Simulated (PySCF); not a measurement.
# Correlation energy of Tl³⁺ (thallium, charge +3)

Starting occupation: [Xe] 4f14 5d10. Calculation: PySCF 2.14, in x2c-QZVPPall-2c (16s16p12d7f1g, 182 functions); X2C-1e with screened-nucleus spin-orbit coupling, Gaussian nucleus. Frozen: [Kr] 4d10 4f14; 18 electrons correlated; the 48 highest virtual spinors left out.

MP2 pair energies summed by pair of shells (mhartree):

```json
{"pair": "5d3/2-5d5/2", "energy": "-138.66", "share (%)": "28.8"}
{"pair": "5d5/2-5d5/2", "energy": "-98.85", "share (%)": "20.6"}
{"pair": "5d5/2-5p3/2", "energy": "-45.65", "share (%)": "9.5"}
{"pair": "5d3/2-5d3/2", "energy": "-43.28", "share (%)": "9.0"}
{"pair": "5d3/2-5p3/2", "energy": "-31.99", "share (%)": "6.7"}
{"pair": "5d5/2-5p1/2", "energy": "-21.72", "share (%)": "4.5"}
{"pair": "5p3/2-5p3/2", "energy": "-16.67", "share (%)": "3.5"}
{"pair": "5p1/2-5p3/2", "energy": "-15.84", "share (%)": "3.3"}
{"pair": "5d5/2-5s1/2", "energy": "-15.42", "share (%)": "3.2"}
{"pair": "5d3/2-5p1/2", "energy": "-15.16", "share (%)": "3.2"}
{"pair": "5p3/2-5s1/2", "energy": "-12.59", "share (%)": "2.6"}
{"pair": "5d3/2-5s1/2", "energy": "-10.52", "share (%)": "2.2"}
{"pair": "5p1/2-5s1/2", "energy": "-6.46", "share (%)": "1.3"}
{"pair": "5p1/2-5p1/2", "energy": "-4.46", "share (%)": "0.9"}
{"pair": "5s1/2-5s1/2", "energy": "-3.49", "share (%)": "0.7"}
```

Total MP2 correlation energy: -480.75 mhartree.

This basis was not built for core-valence correlation, so the inner-shell part is incomplete.
